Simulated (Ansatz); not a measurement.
Two isomers of CH6O3Si: A = `CO[SiH](O)O`, B = `OCO[SiH2]O`.

Calculated with Ansatz (gas phase, PBE0-D4/def2-TZVP geometries, no zero-point term in ΔE). CCSD(T)/CBS is the MP2 limit (def2-TZVPP, def2-QZVPP) plus CCSD(T) − MP2 in def2-TZVPP, frozen cores. Functionals use def2-TZVPP. B3LYP here is the variant with VWN-RPA as its local correlation; programs differ in this. One conformer a species, not always the lowest.

A:

Z-matrix (Å, degrees):
```
C
O 1 1.410
H 1 1.091 2 108.4
H 1 1.096 2 111.7 3 119.3
H 1 1.094 2 111.1 3 -119.3
Si 2 1.636 1 123.8 3 -168.4
O 6 1.634 2 105.6 1 174.9
O 6 1.631 2 114.3 1 -65.5
H 6 1.477 2 109.6 1 51.7
H 7 0.958 6 116.4 2 -25.2
H 8 0.959 6 117.5 2 -75.5
```

B:

Z-matrix (Å, degrees):
```
C
O 1 1.396
O 1 1.400 2 112.3
H 1 1.095 2 111.0 3 117.7
H 1 1.095 2 107.0 3 -122.6
Si 2 1.652 1 121.0 3 -61.7
H 3 0.962 1 108.1 2 -67.2
O 6 1.638 2 113.5 1 73.7
H 6 1.474 2 106.5 1 -169.6
H 6 1.489 2 106.9 1 -48.3
H 8 0.960 6 115.4 2 -61.2
```

(1) Which is lower in electronic energy at CCSD(T)/CBS, and by how much? (Estimate.)

(2) Give E(B) − E(A) in kcal/mol with HF/def2-TZVPP, r2SCAN-D4, B3LYP-D4, B2PLYP, CCSD(T)/def2-TZVPP, B3LYP, PBE0-D4. (Estimate.)

Largest T1 diagnostic: 0.012.

Answers

(1) The calculation gave: A, by 40.0 kcal/mol.

(2) Computed: HF/def2-TZVPP 40.6, r2SCAN-D4 39.1, B3LYP-D4 38.8, B2PLYP 39.6, CCSD(T)/def2-TZVPP 38.9, B3LYP 38.9, PBE0-D4 37.7. None reverses the order clearly.

From PBE to PBE0 (25 % exact exchange), in def2-TZVPP and without D4, E(B) − E(A) moves by +1.4 kcal/mol.
